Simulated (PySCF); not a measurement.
## Hg(2+) (mercury, charge +2) across methods

[Xe] 4f14 5d9 6s1, high-spin 3D determinant (an excited configuration). Calculation: PySCF 2.14, in aug-cc-pwCVDZ-PP with ECP60MDF; a scalar-relativistic core potential. The B2PLYP total includes its PT2 part (frozen core); its orbital energies are those of the SCF part.

```
 method  E (hartree)  mean ε 5d α (eV)  mean ε 5d β (eV)  mean ε 6s α (eV)  Σ⟨r²⟩ (bohr²)   ⟨S²⟩
 r2SCAN    -152.2847           -32.715           -31.337           -25.513          36.18  2.001
 B2PLYP    -152.0221           -36.039           -34.744           -26.807          36.34  2.001
    LDA    -151.9669           -32.291           -31.180           -25.622          36.53  2.000
    PBE    -152.2498           -32.153           -31.005           -25.238          36.39  2.000
   BLYP    -152.2041           -31.949           -30.898           -25.148          36.49  2.000
  HSE06    -152.2197           -33.765           -32.541           -25.726          36.30  2.001
r2SCANh    -152.2650           -33.468           -32.086           -25.866          36.17  2.001
    UHF   -151.38134           -39.270           -37.708           -27.916          36.32  2.002
   PBE0    -152.2228           -34.197           -32.960           -26.120          36.28  2.001
```

Energies and moments cover only the electrons outside the core potential. Spin-orbit coupling, absent here, splits the open shell strongly.
